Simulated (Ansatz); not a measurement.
`[SH][Al]1[CH2][SiH2]1` from Hartree–Fock to CCSD(T)

Z-matrix (Å, degrees):
```
C
Al 1 1.943
Si 1 1.935 2 73.5
H 1 1.096 2 112.5 3 -107.0
H 1 1.090 2 127.7 3 112.9
S 2 2.173 1 140.1 3 -178.7
H 3 1.488 1 113.2 2 110.3
H 3 1.488 1 117.1 2 -120.9
H 6 1.345 2 93.2 1 -177.0
```

Charge 0, multiplicity 1. The structure was optimised at the PBE0-D4/def2-TZVP level. It is one conformer, not always the lowest. Frozen core, restricted reference, Ansatz 0.2.0. CBS rows extrapolate triple and quadruple zeta; past MP2 they add the triple-zeta difference.

```
     basis     HF (Eh)  MP2 corr.  CCSD corr.       (T)  CCSD(T) total
  def2-SVP  -968.82732   -0.42608    -0.47983  -0.01623     -969.32338
def2-TZVPP  -969.19630   -0.54299    -0.59540  -0.02759     -969.81929
def2-QZVPP  -969.22456   -0.58384           –         –              –
 CBS(def2)  -969.22845   -0.61410    -0.66650     as TZ     -969.92254
```
